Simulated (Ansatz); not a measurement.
`CC1B[SiH2]1` + H₂ → `B1C[SiH2]1` + CH₄ at 298.15 K and 1 bar (hydrogenolysis of a C–C bond).

Gas-phase electronic energies from Ansatz, PBE0-D4/def2-TZVP geometries. CBS: MP2 limit from def2 TZ/QZ plus the TZ coupled-cluster correction, frozen cores. This one scheme is used for every species.

| species | CCSD(T)/CBS energy (Eh) | H − E (kJ/mol) | S (J/(mol·K)) |
| --- | --- | --- | --- |
| `CC1B[SiH2]1` | -394.11648 | 234.7 | 312.2 |
| H₂ | -1.17544 | 35.1 | 130.4 |
| `B1C[SiH2]1` | -354.85519 | 155.4 | 275.6 |
| CH₄ | -40.46206 | 127.4 | 186.2 |

H − E and S are ideal-gas, rigid-rotor, harmonic terms from PBE0-D4/def2-TZVP, for one conformer and one mirror image of each species. The MP2-based limit puts H₂ 0.8 mEh under its directly extrapolated value; such offsets cancel only in part. 1 Eh = 2625.50 kJ/mol, R = 8.31446 J/(mol·K).

Problem. By hand: ΔE, ΔH, ΔS and ΔG.

Solution. ΔE = (-354.85519) + (-40.46206) − (-394.11648) − (-1.17544) = -0.02533 Eh = -66.5 kJ/mol. Δ(H − E) = 155.4 + 127.4 − 234.7 − 35.1 = 13.0, so ΔH = -53.5 kJ/mol. ΔS = 275.6 + 186.2 − 312.2 − 130.4 = 19.2 J/(mol·K). ΔG = -53.5 − 298.15 × (19.2)/1000 = -59.2 kJ/mol.

Problem. By hand: the equilibrium constant, and the temperature at which ΔG would vanish if ΔH and ΔS stayed fixed.

Solution. log₁₀ K = −ΔG/(RT ln 10) = 10.4. ΔH and −TΔS have one sign here, so there is no such temperature.

ΔH outweighs TΔS. A doubt of 5 kJ/mol in ΔE shifts log₁₀ K by 0.9 here. Other conformers and mirror images would add mixing entropy, several J/(mol·K) or more a flexible species. These are equilibria of isolated gas molecules and say nothing of rates. Largest T1 diagnostic: 0.014 (customary marks: 0.02 for closed shells, 0.045 for open ones).
